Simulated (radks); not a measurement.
Ionisation of the chromium ion Cr+, [Ar] 3d5, to [Ar] 3d4 as the strength of local exchange is varied. Calculated with a radial shooting solver on a logarithmic mesh with Libxc functionals: scalar-relativistic Kohn-Sham, Slater X-alpha exchange (alpha = 2/3 is LDA exchange), no correlation, spin-polarised, spherical densities, point nucleus; open shells are filled with parallel spins first.

alpha  E(Cr+) (hartree)  exchange (hartree)  IE (eV)  -e of the level emptied (eV)  <r> of it (bohr)
0.645       -1045.01838           -43.11391   16.063                    9.975 (3d)             1.421
0.646       -1045.08526           -43.18371   16.080                    9.988 (3d)             1.420
0.667       -1046.49084           -44.65164   16.437                   10.273 (3d)             1.406
0.684       -1047.63017           -45.84290   16.731                   10.507 (3d)             1.395
0.862       -1059.63891           -58.47242   20.042                   13.221 (3d)             1.292
0.915       -1063.24242           -62.28757   21.111                   14.120 (3d)             1.265
0.924       -1063.85560           -62.93790   21.297                   14.277 (3d)             1.260
1.037       -1071.58561           -71.16373   23.716                   16.349 (3d)             1.208

NIST Atomic Spectra Database: 16.486 eV (measured). The Delta-SCF value meets it near alpha = 0.67. Open shells are spherical and high-spin; term and fine-structure splittings are not resolved.
